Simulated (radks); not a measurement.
Values are calculated unless marked as measured or tabulated.
Ionisation of neutral aluminium, [Ne] 3s2 3p1, to Al+, [Ne] 3s2, under several functionals. Scalar-relativistic Kohn-Sham, spin-polarised, spherical densities, finite nucleus; open shells are filled with parallel spins first; a radial shooting solver on a logarithmic mesh with Libxc functionals.

functional                                        E(Al) (hartree)  Exc (hartree)  IE (eV)  -e(HOMO) (eV)  <r> HOMO (bohr)  IE error (eV)
revPBE                                                 -242.77778      -18.53147    5.944          3.002            3.396         -0.041
LDA (Slater exchange, VWN5 correlation)                -241.77585      -17.48898    5.992          3.019            3.393         +0.006
LDA (Slater exchange, Perdew-Zunger correlation)       -241.76870      -17.48155    5.982          3.001            3.396         -0.003
Wu-Cohen GGA                                           -242.47769      -18.22198    5.936          2.988            3.383         -0.050
LDA (Slater exchange, Perdew-Wang correlation)         -241.77131      -17.48421    5.988          3.013            3.393         +0.002
MS2 meta-GGA                                           -242.82890      -18.59428    5.894          3.007            3.360         -0.091
B86b exchange with PBE correlation                     -242.81031      -18.56453    5.970          3.022            3.394         -0.016
XLYP                                                   -242.93910      -18.69535    5.789          2.789            3.438         -0.197

NIST Atomic Spectra Database: 5.986 eV (measured). Closest: LDA (Slater exchange, Perdew-Wang correlation). The Delta-SCF values span 0.20 eV, the total energies 1.17 hartree. The highest occupied level is 3p. Open shells are spherical and high-spin; term and fine-structure splittings are not resolved.
